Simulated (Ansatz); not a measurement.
C₁₀H₈O₃W, SMILES `C[C@@]12[C@H]3[C@H]4[C@H]5[C@H]6[C@@H]1[W-3]54632([C]#[O+])([C]#[O+])[C]#[O+]`. The species carries charge 0 and has multiplicity 1. W takes the def2 core potential. The structure was optimised at the PBE0-D4/def2-TZVP level.

```xyz
22

C    -0.800    1.075    2.292
C    -0.902    0.366    0.981
C    -0.809   -1.047    0.919
C    -0.904   -1.711   -0.326
C    -1.177   -0.994   -1.512
C    -1.259    0.414   -1.446
C    -1.167    1.091   -0.209
W     0.804   -0.152   -0.544
C     1.730    0.773   -2.033
O     2.233    1.318   -2.911
C     2.130   -1.608   -0.772
O     2.870   -2.478   -0.901
C     2.104    0.712    0.676
O     2.817    1.224    1.418
H    -1.790    1.153    2.751
H    -0.148    0.536    2.980
H    -0.405    2.083    2.164
H    -0.616   -1.612    1.821
H    -0.783   -2.786   -0.365
H    -1.261   -1.508   -2.459
H    -1.415    0.984   -2.353
H    -1.250    2.169   -0.173
```

What is the dipole moment at ωB97M-V/def2-TZVPP? (Estimate.)

Computed: 6.17 D, with components (-6.01, -0.30, 1.34) D in this frame, pointing from negative to positive charge.

And with PBE, r2SCAN, B3LYP? (Estimate.)

The calculation gave: PBE 5.88 D, r2SCAN 6.23 D, B3LYP 6.26 D.

Give the Mulliken charges with ωB97M-V, PBE, r2SCAN in def2-TZVPP. (Estimate.)

Computed: 
```csv
atom,ωB97M-V,PBE,r2SCAN
C1,-0.30,-0.27,-0.19
C2,-0.11,0.03,0.12
C3,-0.04,-0.08,-0.13
C4,-0.18,-0.12,-0.06
C5,-0.06,-0.09,-0.12
C6,-0.18,-0.12,-0.06
C7,-0.04,-0.08,-0.13
W8,0.04,0.00,0.13
C9,0.07,0.03,0.05
O10,-0.13,-0.08,-0.15
C11,0.07,0.03,0.05
O12,-0.13,-0.08,-0.15
C13,0.07,0.02,0.04
O14,-0.13,-0.08,-0.15
H15,0.13,0.10,0.08
H16,0.12,0.10,0.07
H17,0.12,0.10,0.07
H18,0.12,0.11,0.10
H19,0.14,0.13,0.11
H20,0.14,0.13,0.11
H21,0.14,0.13,0.11
H22,0.12,0.11,0.10
```

B3LYP here is the variant with VWN-RPA as its local correlation; programs differ in this.
